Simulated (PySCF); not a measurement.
SMILES C=CC[SiH2]N, GFN2-xTB optimised geometry.

```
14

C      2.12     1.19    -1.21
C      1.64    -0.04    -1.20
C      1.12    -0.74     0.00
Si    -0.79    -0.74     0.00
N     -1.23     0.93     0.00
H      2.47     1.67    -2.11
H      2.20     1.77    -0.30
H      1.57    -0.60    -2.13
H      1.47    -1.77     0.02
H      1.47    -0.25     0.90
H     -1.32    -1.31     1.24
H     -1.27    -1.53    -1.15
H     -0.68     1.57    -0.55
H     -2.20     1.19    -0.02
```

Density from PBE/def2-TZVP in PySCF at that geometry.

Minimum of the electron density along straight lines between bonded atoms, close to the bond critical point (lines longer than 1.1 times the sum of covalent radii, or with two minima, are not listed):

```
bond     length / Å  ρ at the minimum / e bohr⁻³  ∇²ρ there / e bohr⁻⁵  position (fraction from the first atom)
-------  ----------  ---------------------------  --------------------  ---------------------------------------
C1–C2         1.322                        0.355                 -1.07                                     0.49
C2–C3         1.484                        0.260                 -0.65                                     0.51
C3–Si4        1.910                        0.114                  0.12                                     0.61
Si4–N5        1.719                        0.133                  0.56                                     0.40
C1–H6         1.077                        0.284                 -0.99                                     0.64
C1–H7         1.078                        0.283                 -0.98                                     0.64
C2–H8         1.083                        0.284                 -0.99                                     0.64
C3–H9         1.090                        0.272                 -0.89                                     0.64
C3–H10        1.089                        0.274                 -0.90                                     0.64
Si4–H11       1.463                        0.125                  0.17                                     0.50
Si4–H12       1.473                        0.123                  0.16                                     0.49
N5–H13        1.008                        0.335                 -1.61                                     0.73
N5–H14        1.006                        0.337                 -1.60                                     0.73
```
